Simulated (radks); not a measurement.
Problem. The mean radii <r> (bohr) of the occupied orbitals of an atom or ion are listed with their occupations. Calculated with a radial shooting solver on a logarithmic mesh with Libxc functionals: non-relativistic Kohn-Sham, Slater X-alpha with alpha = 0.888, spin-polarised, spherical densities, point nucleus.

| orbital | occ. | <r> |
|---|---|---|
| 1s up | 1 | 0.06147 |
| 1s down | 1 | 0.06147 |
| 2s up | 1 | 0.2815 |
| 2s down | 1 | 0.2806 |
| 2p up | 3 | 0.2467 |
| 2p down | 3 | 0.2458 |
| 3s up | 1 | 0.8517 |
| 3s down | 1 | 0.8554 |
| 3p up | 3 | 0.8930 |
| 3p down | 3 | 0.8986 |
| 3d up | 5 | 1.098 |
| 4s up | 1 | 2.642 |

Name the element and its charge. Open shells, if any, are filled with parallel spins first.

Solution. Z = 25, manganese, charge +1: Mn+ in [Ar] 3d5 4s1. The 1s radius gives Z: for a bare nucleus <r> = 1.5/Z, 0.06 bohr for Z = 25, and screening makes it slightly larger (0.06147 here). The occupations add up to 24, and the charge is Z minus that.
